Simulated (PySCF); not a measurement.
These are B3LYP-D3(BJ)/def2-TZVP run with PySCF 2.14.0 values and carry that method's errors. All species are isolated molecules in the gas phase. B3LYP has the VWN-RPA correlation part, as in Gaussian. Excitations are Tamm–Dancoff values on a coarser integration grid. The basis has no diffuse functions, so Rydberg states are missing or too high.

Reference species (SMILES): `[Al]([NH2])([NH2])[F]` (neutral, multiplicity 1).

```yaml
brightest of the four lowest singlets (TDA): 6.14 eV
S1–T1 gap (TDA): 0.34 eV
S1 oscillator strength: 0.000
T1 excitation (TDA): 5.06 eV
```

After one change: the brightest of the four lowest singlets (TDA) increases by 0.28 eV; the S1–T1 gap (TDA) falls by 0.02 eV; the S1 oscillator strength stays essentially unchanged; the T1 excitation (TDA) goes up by 0.02 eV.

Which change was made? The new species is one of these.
(A) `[F][Al]([F])[F]`
(B) `[NH2][Al]([F])[F]`
(C) `[NH2][Al]([NH2])[NH2]`

C, `[NH2][Al]([NH2])[NH2]`
